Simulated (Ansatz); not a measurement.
The cluster GaO3 (the lowest doublet isomer of a short search) was relaxed with r2SCAN-D4 (def2-TZVP) in Ansatz in these states: neutral doublet, neutral quartet. The geometries follow in no particular order.

A:

Cartesian coordinates in Å:
```
Ga -1.160 -0.625 -0.694
O -2.403 -1.362 -1.579
O 2.104 0.972 0.627
O 1.459 1.015 1.646
```

B:

| atom | x (Å) | y (Å) | z (Å) |
| --- | --- | --- | --- |
| Ga1 | -0.186 | -0.451 | 0.005 |
| O2 | -0.816 | -1.979 | 0.019 |
| O3 | -0.073 | 1.454 | 0.282 |
| O4 | 1.074 | 0.976 | -0.306 |

Judge from the bond lengths which geometry belongs to which state (an estimate).

A is the neutral quartet (Ga1–O4 3.876 Å, Ga1–O3 3.866 Å, O3–O4 1.207 Å); B is the neutral doublet (Ga1–O4 1.928 Å, Ga1–O3 1.929 Å, O3–O4 1.375 Å).

At PBE0-D4/def2-TZVP a doublet lies 0.52 eV below the neutral quartet. These are the stationary points nearest to one start from a short search; other shapes may lie lower in each state. The neutral quartet has come apart into loosely held pieces.
